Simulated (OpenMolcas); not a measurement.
Mn2+, Tc2+, Re2+: d⁵ down the group

```yaml
Program: OpenMolcas
Method: MS-CASPT2, IPEA 0.25 Eh, imaginary shift 0.1 Eh
Basis: ANO-RCC-VQZP
Scalar_Hamiltonian: DKH2, point nucleus
Spin-orbit_coupling: state interaction with AMFI integrals over the reference wave functions, term energies averaged over their components
```

Active space for each ion: 5 electrons in 10 orbitals (d d); closed shells correlated by CASPT2: Mn2+ 3s 3p; Tc2+ 4s 4p; Re2+ 5s 5p.

Computed levels in cm-1 above ⁶S_5/2:

```tsv
Level	Mn2+	Tc2+	Re2+
⁴G_7/2	27680	20370	18260
⁴G_9/2	27710	20490	19720
⁴G_11/2	27720	20480	19310
⁴P_1/2	30510	23140	20590
⁴D_7/2	33330	24200	22790
⁴D_1/2	33340	24690	25330
²I_11/2	40430	29940	27970
²I_13/2	40490	30310	30450
²F_7/2(1)	44430	34370	37450
weight of ⁶S in the lowest level (%)	100	99	90
```

Mixed levels, with the weight of the term that names them: Re2+ ⁴G_7/2 (70 %), Re2+ ⁴P_1/2 (60 %), Re2+ ⁴D_7/2 (73 %), Re2+ ⁴D_1/2 (64 %), Re2+ ²F_7/2(1) (52 %).

Measured, with the error of the calculation in %. Measured levels: Mn2+ from Corliss and Sugar, J. Phys. Chem. Ref. Data 6, 1253 (1977); Re2+ from the list in Brasseur, Gamrath and Quinet, At. Data Nucl. Data Tables 157, 101636 (2024).

```json
{"Level": "⁴G_7/2", "Mn2+": "", "Re2+": "16890 (+8.1)"}
{"Level": "⁴G_9/2", "Mn2+": "", "Re2+": "18346 (+7.5)"}
{"Level": "⁴G_11/2", "Mn2+": "", "Re2+": "18020 (+7.2)"}
{"Level": "⁴D_7/2", "Mn2+": "32307 (+3.2)", "Re2+": "20453 (+11.4)"}
{"Level": "⁴D_1/2", "Mn2+": "32369 (+3.0)", "Re2+": ""}
{"Level": "²I_11/2", "Mn2+": "39174 (+3.2)", "Re2+": "26170 (+6.9)"}
{"Level": "²I_13/2", "Mn2+": "39176 (+3.4)", "Re2+": "28588 (+6.5)"}
{"Level": "²F_7/2(1)", "Mn2+": "42606 (+4.3)", "Re2+": ""}
```

Without spin-orbit coupling ⁴G lies 27700, 20430, 18960 cm-1 above ⁶S in that order; the difference to the level ⁴G_7/2, of either sign, comes from spin-orbit coupling, which also lowers the zero.

Term energies are means over components that CASPT2 splits; among the terms shown or strongly mixed into the levels shown the widest spread is 740 cm-1 (3d⁵ ²I, Mn2+). Active for correlation alone: 4d; no level in the range computed is led by a configuration that fills it, so any true level of that kind is missing (holds for Mn2+). Active for correlation alone: 5d; no level in the range computed is led by a configuration that fills it, so any true level of that kind is missing (holds for Tc2+). Active for correlation alone: 6d; no level in the range computed is led by a configuration that fills it, so any true level of that kind is missing (holds for Re2+). Computed and measured levels are paired by configuration, term and J; levels that our copy of the source lacks, or whose pairing is in doubt (as where it misses far off the trend of its configuration), stay unpaired and out of the deviations. Only configurations of the active space appear.

A number in round brackets counts repeated terms of one configuration in the order of the reference energies.
